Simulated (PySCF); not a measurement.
Working with the constants of TlBi

ROHF-CCSD(T) constants of TlBi, ³Σ⁻ (triplet), unpaired electrons π ↑↑ (Tl def2-SVP with ECP60, Bi def2-SVP with ECP60; scalar-relativistic core potentials (PySCF 2.14); masses 204.9744 and 208.9804 u):

```
ωe            : 99.0 cm⁻¹
ωexe          : 0.182 cm⁻¹
Be            : 0.016656 cm⁻¹
αe            : 4.03e-05 cm⁻¹
De to Tl + Bi : 1.12 eV
```

**Question.** What force constant and bond length do these constants imply?

**Answer.** Reduced mass μred = 103.48 u; k = 5.8918×10⁻⁷·μred·ωe² (u, cm⁻¹, mdyn/Å) = 0.598 mdyn/Å; Re = √(16.8576/(μred·Be)) (u, cm⁻¹, Å) = 3.127 Å.

**Question.** Estimate the centrifugal constant D from the Kratzer relation and find the Dunham coefficient a1.

**Answer.** D = 4Be³/ωe² = 1.89e-09 cm⁻¹; a1 = −1 − αeωe/(6Be²) = -3.40.

Correlated steps freeze 8 core orbitals. Correlated levels converge slowly with the basis: in double zeta they bind strong bonds too weakly, by up to about 1 eV, and carry superposition errors of some tenths. These are scalar-relativistic numbers at best; spin–orbit coupling would shift them, the dissociation energy most. The state is the lowest determinant that a PBE0 search found; another state may lie lower at other levels.
